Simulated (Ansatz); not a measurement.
MnN4F2H12⁻, that is trans-MnF2(NH3)4 with one electron more. Charge -1, multiplicity 1. Geometry PBE-D4/def2-SVP, that of the neutral doublet.

```xyz
19

Mn    0.0012   -0.0007   -0.0007
F    -1.4908   -0.1681    1.2351
F     1.4875    0.1695   -1.2435
N    -0.6669    1.5025   -1.2216
H    -1.5060    1.3851   -1.8096
H     0.1898    1.3987   -1.8152
H    -0.7108    2.4703   -0.8649
N     0.6625   -1.5021    1.2279
H     1.4974   -1.3829    1.8205
H     0.7037   -2.4741    0.8828
H    -0.1975   -1.3869    1.8148
N    -1.1543   -1.3998   -0.9519
H    -1.5740   -1.2126   -1.8747
H    -1.8869   -1.2970   -0.2109
H    -0.8475   -2.3850   -0.9816
N     1.1609    1.3980    0.9474
H     1.5919    1.2066    1.8641
H     0.8552    2.3832    0.9849
H     1.8844    1.2954    0.1969
```

At PBE-D4/def2-TZVP, r2SCAN-D4/def2-TZVP, PBE0-D4/def2-TZVP the highest occupied level of the charge -1 singlet lies above zero (up to 3.32 eV). By energy differences it is unbound by 2.06 eV (vertical, against the charge 0 doublet, at r2SCAN-D4/def2-TZVP) and held by the finite basis. At PBE-D4/def2-TZVP an occupied level lies above an empty one.

Task: Estimate the orbital energies around the gap (eV) in Ansatz with PBE-D4/def2-TZVP, r2SCAN-D4/def2-TZVP, PBE0-D4/def2-TZVP.

Result: 
```tsv
orbital	PBE-D4/def2-TZVP	r2SCAN-D4/def2-TZVP	PBE0-D4/def2-TZVP
HOMO−5	-2.03	-2.22	-3.49
HOMO−4	-1.88	-2.09	-3.32
HOMO−3	-1.86	-2.05	-3.27
HOMO−2	2.52	2.64	1.43
HOMO−1	2.86	3.16	1.87
HOMO	3.27	3.32	2.62
LUMO	3.02	3.35	3.94
LUMO+1	3.91	4.33	4.76
LUMO+2	3.97	4.40	4.81
LUMO+3	4.42	5.13	5.78
LUMO+4	4.84	5.53	5.96
LUMO+5	5.08	5.68	6.50
```
